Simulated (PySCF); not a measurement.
trifluoro(fluorosilyloxy)silane (F₄H₂OSi₂), SMILES F[Si](F)(O[SiH2]F)F.

The structure is a stationary point at PBE0-D3(BJ)/def2-SVP. The values are those of a single conformer.

Level of theory: SMD-M06-2X/def2-SVP run with PySCF.

Solvation free energies are E(SMD) − E(gas) at the gas-phase geometry, for 1 M in both phases. In vacuum the dipole moment is 2.23 D.

Computed solvation free energies in water, acetonitrile, methanol:
```csv
solvent,ΔG(solv) (kcal/mol),its non-electrostatic (CDS) part,dipole (D)
water,0.7,4.3,2.58
acetonitrile,-2.5,1.0,2.58
methanol,-2.8,0.7,2.57
```
